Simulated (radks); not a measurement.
Initial-state core-level shifts of neutral cerium when its valence configuration changes from [Xe] 4f1 5d1 6s2. Method: Dirac Kohn-Sham, PBE, spin-unpolarised, spherical densities, point nucleus; open shells are shared between the two j in proportion to 2j + 1; computed with a radial shooting solver on a logarithmic mesh with Libxc functionals. Shifts are changes of the shell-averaged eigenvalues in eV (positive: less bound).

\begin{tabular}{lrrrr}
valence & 1s & 3s & 4p & 5s \\ \hline
4f1 6s2 6p1 & -3.076 & -3.142 & -3.118 & -3.010 \\
5d2 6s2 & -7.207 & -9.291 & -8.105 & -3.294 \\
4f3 5d1 & +6.212 & +8.124 & +7.343 & +3.137 \\
4f1 5d2 6s1 & +1.565 & +1.625 & +1.621 & +1.591 \\
4f1 6s1 6p2 & -4.160 & -4.221 & -4.193 & -4.063 \\
5d1 6s2 6p1 & -10.533 & -12.708 & -11.470 & -6.460 \\
4f1 5d1 6p2 & -2.209 & -2.192 & -2.191 & -2.183 \\
5d0.5 6s2 6p1.5 & -12.251 & -14.479 & -13.203 & -8.049 \\
\end{tabular}
